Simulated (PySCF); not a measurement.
Substituent effects on chemical shifts

Parent skeleton `[CH3:1][S:2][SiH2:3][SiH2:4][SiH2:5][SiH3:6]`; one hydrogen on atom 4 is replaced by X. Hydrogens on one atom are averaged.

All values are calculated (PySCF 2.14.0 with density-fitted response routines): coordinates at the GFN2-xTB level, GIAO PBE0/pcSseg-1 shieldings. Isolated molecule, single conformer, non-relativistic, rapidly exchanging positions averaged.

Shifts are taken against calculated references (same method and geometry level): 13C and 29Si and 1H vs TMS; 33S vs CS2.

Task: Give δ (ppm) for X = CN, COOH, CH2F, PH2, CHO, CH3, vinyl.

Result: 
| X | SMILES | C1 | S2 | Si3 | Si4 | Si5 | Si6 | H(C1) | H(Si3) | H(Si4) |
| --- | --- | --- | --- | --- | --- | --- | --- | --- | --- | --- |
| CN | CS[SiH2][Si@H](C#N)[SiH2][SiH3] | 18.7 | -221.3 | -44.3 | -113.0 | -120.2 | -116.4 | 2.12 | 4.83 | 4.54 |
| COOH | CS[SiH2][Si@H]([SiH2][SiH3])C(=O)O | 16.1 | -213.0 | -44.0 | -87.1 | -128.6 | -108.7 | 1.87 | 5.01 | 4.37 |
| CH2F | CS[SiH2][Si@H](CF)[SiH2][SiH3] | 19.5 | -224.7 | -43.0 | -77.1 | -127.3 | -119.2 | 2.13 | 4.85 | 3.88 |
| PH2 | CS[SiH2][Si@H](P)[SiH2][SiH3] | 16.3 | -214.9 | -44.3 | -101.1 | -111.8 | -114.8 | 2.06 | 4.86 | 4.24 |
| CHO | CS[SiH2][Si@@H](C=O)[SiH2][SiH3] | 19.2 | -220.2 | -43.1 | -88.9 | -120.6 | -114.3 | 2.08 | 4.64 | 4.68 |
| CH3 | CS[SiH2][Si@H](C)[SiH2][SiH3] | 19.0 | -222.0 | -44.3 | -82.4 | -124.3 | -115.3 | 2.11 | 4.63 | 4.27 |
| vinyl | C=C[Si@@H]([SiH2][SiH3])[SiH2]SC | 19.6 | -219.9 | -47.1 | -71.2 | -121.2 | -117.2 | 2.09 | 4.62 | 4.54 |

Task: Which position responds most, and to which substituents?

Result: Si4: from -113.0 ppm with CN to -71.2 ppm with vinyl.
